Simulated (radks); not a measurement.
Results of a calculation; reference values are marked as such.
These are the eigenvalues of the occupied orbitals of an atom or ion with whole-number occupations (hartree). Level of theory: Dirac Kohn-Sham, LDA (Slater exchange, Perdew-Wang correlation), spin-unpolarised, spherical densities, finite nucleus; Fermi nuclear charge, rms radius of each element as measured or else 0.836 A^(1/3) + 0.57 fm (a radial shooting solver on a logarithmic mesh with Libxc functionals).

orbital  eigenvalue
1s1/2     -1967.722
2s1/2     -327.6474
2p1/2     -311.7726
2p3/2     -282.4000
3s1/2     -72.99702
3p1/2     -66.04740
3p3/2     -59.95016
3d3/2     -47.94657
3d5/2     -46.61374
4s1/2     -14.51193
4p1/2     -11.77024
4p3/2     -10.40108
4d3/2      -5.87499
4d5/2      -5.62714
5s1/2      -1.92529
5p1/2      -1.18539
5p3/2      -1.01115
4f5/2      -0.26072
4f7/2      -0.22843
6s1/2      -0.22646
7s1/2      -0.04812

Which element is it, and in what charge state? The configuration may be excited. Open shells, if any, fill j = l - 1/2 first.

Answer. Z = 66, dysprosium, charge 0: Dy in [Xe] 4f10 6s1 7s1. The list shows which subshells hold electrons but not how many an open one holds; the 1s level, -1967.7 hartree, gives Z - s = 62.7 by -(Z - s)^2/2, which with screening and relativity narrows Z to a few neighbours, and the depths of the outer levels then fix element, charge and occupations together.
